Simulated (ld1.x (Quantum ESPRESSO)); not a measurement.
What one change does to a pseudopotential (B, RRKJ)

ld1.x (Quantum ESPRESSO) 7.5 input, shortened:

```
&input
   title='B', zed=5., rel=1, dft='PZ', iswitch=3,
   config='[He] 2s2 2p0 3d-2'
 /
 &inputp
   pseudotype=2, tm=.false., lloc=2,
   nlcc=.false.
 /
3
2S  1  0   2.00   0.00  1.40  1.40  0.0
2P  2  1   0.00   0.00  1.55  1.55  0.0
3D  3  2  -2.00   0.10  1.55  1.55  0.0
 &test
   configts(1)='2s2 2p0'
 /
```

All-electron outer shells of the reference configuration (LDA (PZ), scalar-relativistic, ld1.x):

| shell | level (eV) | outermost node (bohr) | outermost maximum (bohr) |
| --- | --- | --- | --- |
| 2s | -19.42 | 0.46 | 1.44 |
| 2p | -13.46 | – | 1.39 |

Change: wave 3d channel at 0.1 Ry: rc 1.55 bohr becomes 3d channel at 5.91 Ry: rc 1.55 bohr.

Cutoffs: the cutoffs (Ry, on a coarse ladder) from which the occupation-weighted sum of valence levels, in a spherical-Bessel basis at the reference potential, stays within 10 and 1 mRy of its value at 400 Ry; they do not see the model core or the augmentation charge, which bear on the density cutoff. Errors are all-electron minus pseudo energies relative to the spin-unpolarised reference configuration.

Q: Predict the effect on cutoff, ghosts and configuration errors.

A: The potential gets neither clearly harder nor softer (35 Ry and 45 Ry → 35 Ry and 45 Ry); of the 9 tests that both files solve, the error grows in 1 and shrinks in 0 by more than 15 % and 0.3 meV (median size 42.2 → 44.2 meV); the range in which the s phases agree narrows (upper end 4.4 → 3.1); neither file shows a bound ghost.

| quantity | base | changed |
| --- | --- | --- |
| cutoff, loose | 35 Ry | 35 Ry |
| cutoff, tight | 45 Ry | 45 Ry |
| bound ghosts | none | none |
| error for 2s2 2p1, meV [ΔE -8.33 eV] | +21 | +23 |
| error for 2s1 2p0, meV [ΔE 25.30 eV] | +55 | +58 |
| error for 2s2 2p0.5, meV [ΔE -5.38 eV] | +9.1 | +9.8 |
| error for 2s1 2p1, meV [ΔE 5.96 eV] | +16 | +16 |
| error for 2s0 2p3, meV [ΔE 3.07 eV] | +80 | +82 |
| error for 2s1 2p2, meV [ΔE -2.64 eV] | +42 | +44 |
| error for 2s2 2p1.3, meV [ΔE -9.10 eV] | +25 | +29 |
| error for 2s2 2p1 (spin-polarised), meV [ΔE -8.56 eV] | +50 | +52 |
| error for 2s1 2p0 (spin-polarised), meV [ΔE 24.58 eV] | +150 | +153 |
| s: phases at 1.71 bohr within 0.05 rad from the reference energy up to (Ry; the scan ends near 5) | 4.4 | 3.1 |
| p: phases at 1.71 bohr within 0.05 rad from the reference energy up to (Ry; the scan ends near 5) | 4.4 | to the end of the scan |
| d: phases at 1.71 bohr within 0.05 rad from the reference energy up to (Ry; the scan ends near 5) | to the end of the scan | to the end of the scan |
